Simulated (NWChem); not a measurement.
System: Si2NH6Cl; SMILES [SiH3][Si@@H](Cl)N

```xyz
10

N     -2.0009     0.0970    -0.3370
Si    -0.4556     0.1185     0.4292
Si     0.6920    -1.8591    -0.0966
Cl     0.7861     1.7405    -0.1252
H     -2.0723    -0.1184    -1.3252
H     -2.6996     0.7822    -0.0694
H     -0.7052     0.3141     1.8780
H      2.0833    -1.8119     0.4256
H      0.7376    -2.0336    -1.5753
H     -0.0091    -3.0310     0.4969
```
Atoms are numbered in this order, from 1.

Program: NWChem. Coordinates come from a B3LYP/6-31G* (spherical d) optimisation.

For level revPBE/def2-SVP:

```
Quantity                     Value
---------------------------  -----
highest occupied level (eV)  -6.30
```

Question: Estimate the same quantities for level LDA (Slater exchange, PW92)/def2-SVP.

Answer: 
| Property | Value |
|---|---|
| highest occupied level (eV) | -6.43 |
